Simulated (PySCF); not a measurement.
Identify the compound

An unknown has the formula C6H7Cl2NSi. Its calculated NMR data are:

1H NMR (300 MHz, computed): δ 8.81 (d, 1H), 7.82 (d, 1H), 7.39 (m, 1H), 4.88 (t, 2H), 3.54 (t, 2H).

13C{1H} NMR (computed): δ 167.4 (C), 153.0 (CH), 151.0 (C), 140.1 (CH), 129.8 (CH), 29.5 (CH2).

- NMR shieldings at PBE0/pcSseg-1/GIAO
- GFN2-xTB structure
- run in PySCF
- averaged over atoms made equivalent by symmetry, fast rotation or ring inversion, single conformer, non-relativistic Hamiltonian, no solvent model

Chemical shifts δ = σref − σ; 1H (σref 31.72), 13C (σref 186.93) against TMS, all at this level.

Problem. Propose a structure and justify it.

Solution. 
- The formula gives 4 degrees of unsaturation (1 ring in the answer).
- 6 carbon signals for 6 carbons: no two carbons are equivalent.
- Carbon types of the structure: 2 × C, 3 × CH, 1 × CH2, leaving 2 H on heteroatoms.
- δC 167.4: substituted aromatic carbon next to a ring nitrogen.
- δC 153.0: aromatic CH next to a ring nitrogen; the adjacent pyridine-type nitrogen withdraws density from it.
- δC 151.0: aromatic carbon bearing chlorine.
- δC 140.1, 129.8: aromatic CH.
- δH 8.81: hydrogen on an aromatic CH next to a ring nitrogen; ring current plus the neighbouring ring nitrogen.
- δH 7.82, 7.39: hydrogen on an aromatic CH; it sits in the deshielding region of the aromatic ring current.
- δH 3.54: hydrogen on an sp3 CH2 bonded to Cl and Si; its carbon carries Cl, hence the downfield position.

These data were computed for `ClC[SiH2]c1ncccc1Cl`.

This is the structure that produced the data.

Carbons that carry Cl, above all several Cl atoms, come out too deshielded, partly because spin–orbit coupling is missing. Shifts are as computed. Against solution values, carbons near 30 ppm lie about +3 ppm off and those near 130 ppm about +5 ppm; carbons on Cl a further +6 ppm. Of 1309 compounds with measured shifts, 239 miss one by over three times the rms of a fit or turn the order of signals round; such compounds aren't used in these exercises. No couplings were computed; multiplicities are counted from neighbouring protons, with m where these are inequivalent, close in shift, in a saturated or five-membered ring or joined by F or P, and br s for small geminal =CH2 splittings.
